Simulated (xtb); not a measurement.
Harmonic IR lines of one isomer of CH₃BO, unscaled. Computed with GFN2-xTB (xtb 6.7.1).

| wavenumber (cm⁻¹) | relative intensity |
|---|---|
| 615 | 55 |
| 743 | 7.1 |
| 873 | 50 |
| 894 | 52 |
| 1004 | 95 |
| 1102 | 11 |
| 1159 | 12 |
| 1407 | 41 |
| 1496 | 64 |
| 2826 | 100 |
| 3039 | 91 |

Question: Which structure gives these lines?
(A) `C=BO` (C–B–O–H torsion 180°)
(B) `[H]/B=C/O` (B–C–O–H torsion 0°)
(C) `CB=O`
(D) `B1CO1`

Answer: D, `B1CO1`
